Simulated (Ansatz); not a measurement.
`NC[CH2][GeH3]` and `NC[CH2][ZnH]` differ in one atom or group.

Ansatz, PBE0-D4/def2-TZVP geometries, multiplicity 1. Each molecule was computed in one conformer, which needn't be the lowest.

Scalar relativity is left out up to krypton.

```csv
property,`NC[CH2][GeH3]`
HOMO energy (ωB97M-V/def2-TZVPP) / eV,-9.36
size of the dipole moment (ωB97M-V/def2-TZVPP) / D,1.33
LUMO energy (PBE/def2-TZVPP) / eV,-0.01
LUMO energy (ωB97M-V/def2-TZVPP) / eV,2.26
HOMO–LUMO gap (B3LYP/def2-TZVPP) / eV,7.19
LUMO energy (B3LYP/def2-TZVPP) / eV,0.48
```

(1) What does the change do to each property? (Estimate.)

Answers

(1) The calculation gave: 
```tsv
property	`NC[CH2][ZnH]`	shift
HOMO energy (ωB97M-V/def2-TZVPP) / eV	-8.87	0.49
size of the dipole moment (ωB97M-V/def2-TZVPP) / D	2.74	1.41
LUMO energy (PBE/def2-TZVPP) / eV	-0.71	-0.70
LUMO energy (ωB97M-V/def2-TZVPP) / eV	1.28	-0.98
HOMO–LUMO gap (B3LYP/def2-TZVPP) / eV	6.23	-0.96
LUMO energy (B3LYP/def2-TZVPP) / eV	-0.26	-0.74
```

With PBE0 the HOMO rises by 0.26 eV and the LUMO falls by 0.78 eV, so the gap narrows by about 1.04 eV. PBE moves the HOMO by -0.12 eV and ωB97M-V by 0.49 eV. Dipoles are sizes alone; their direction can turn.

B3LYP here is the variant with VWN-RPA as its local correlation; programs differ in this.
